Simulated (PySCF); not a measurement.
Electron correlation in O³⁺ (oxygen, charge +3)

[He] 2s2 2p1, 2P determinant. Computed with PySCF 2.14 in def2-TZVPPD, with no relativity, point nucleus. Frozen: 1s2; 3 electrons correlated.

MP2 pair energies summed by pair of shells (mhartree):

| pair | energy | share (%) |
| --- | --- | --- |
| 2s-2s | -36.59 | 60.8 |
| 2s-2p | -23.60 | 39.2 |

Total MP2 correlation energy: -60.18 mhartree.

Same-spin part -3.51 and opposite-spin part -56.68 mhartree; SCS-MP2 scales them by 1/3 and 6/5 to -69.18 mhartree.
